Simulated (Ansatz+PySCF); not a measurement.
Values are calculated unless marked as measured or tabulated.
## Several solutions for quintet Fe

A single Fe atom.

Basis set: def2-SVP (spherical functions). Charge 0, multiplicity 5.

UHF was run from several starts with Ansatz (development build ahead of 0.2.0) and PySCF 2.14.0.

```tsv
run	program	start	converged	energy (hartree)	<S²>
A	Ansatz	search for the lowest state	yes	-1262.26059	6.01
B	PySCF	guess minao, instabilities followed	yes	-1262.17026	6.00
C	PySCF	program defaults	yes	-1262.17026	6.00
D	Ansatz	stability test followed	yes	-1262.26059	6.01
E	Ansatz	atomic start, no search	yes	-1262.26059	6.01
F	PySCF	guess huckel, instabilities followed	no	–	–
G	PySCF	guess atom, instabilities followed	yes	-1262.17026	6.00
```

Which runs reached the lowest solution of this kind, and what is wrong with the others?

A, D, E reached the lowest solution found. Converged but too high: B by 2.46 eV, C by 2.46 eV, G by 2.46 eV. Convergence only shows a stationary point, and even a stable one can lie too high; stability tests and further starts are what find lower ones. Not converged: F.
